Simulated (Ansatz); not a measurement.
A search over several starts for the lowest SCF solution of Ge(OEt)H3 (C2H8GeO) at the given spin, in a small basis.

```yaml
crystal:
  periodic: [false, false, false]
  atoms:
    - {symbol: C, position_ang: [-0.545842, 0.044700, 0.422081]}
    - {symbol: C, position_ang: [-0.376287, 0.053204, 1.932511]}
    - {symbol: Ge, position_ang: [0.833307, -0.083990, -1.983332]}
    - {symbol: O, position_ang: [0.738050, -0.034023, -0.182608]}
    - {symbol: H, position_ang: [-1.087645, 0.968363, 0.096063]}
    - {symbol: H, position_ang: [-1.187906, -0.820291, 0.117782]}
    - {symbol: H, position_ang: [-1.360195, 0.116579, 2.440079]}
    - {symbol: H, position_ang: [0.135324, -0.870453, 2.269777]}
    - {symbol: H, position_ang: [0.239190, 0.919462, 2.247829]}
    - {symbol: H, position_ang: [2.346721, -0.162468, -2.281081]}
    - {symbol: H, position_ang: [0.192362, 1.207115, -2.572655]}
    - {symbol: H, position_ang: [0.072912, -1.338209, -2.506444]}
basis:
  gaussian: {orbitals: def2-SVP, initial_orbitals: start.molden}
hamiltonian: {xc: pbe0, dispersion: d4}
output: {orbitals: {seedname: orbitals}}
```

The file start.molden holds the orbitals of an earlier run on this structure, at another level or in another basis.

```sh
$ ansatz run in.yaml --threads 2 --pin off --events-out ev --progress --plain --max-ram 4352MiB
```

It prints (some lines left out):

```
Functional definition: PBE0
1313 factors; their error is unknown
mean field evaluation 1: about -60596.7138 eV, gradient 1.5e2 eV
mean field evaluation 2: about -60648.8742 eV, gradient 9.1e1 eV
mean field evaluation 4: about -60743.7010 eV, gradient 2.6e1 eV
mean field evaluation 8: about -60747.4838 eV, gradient 1.5e-4 eV
mean field evaluation 16: about -60747.3465 eV, gradient 6.3e-1 eV
mean field -60747.48381961 eV, -2232.4288542472 hartree, gradient 1.5e-5 eV, S^2 0.000000; 1 other end points of the search recorded, 0 dependent functions left out
reference -60747.48384936 eV, -2232.4288553405 hartree; 30, 30 occupied and 84, 84 virtual orbitals, 1313 factors
Total energy: -60747.65164869 eV, -2232.4350218520 hartree
```

Run time 4.2 s (2 threads of Arm Neoverse V1 on a shared host).

Another isomer (singlet) lies 0.24 eV lower at PBE0-D4/def2-TZVP; other spin states weren't run for this one.
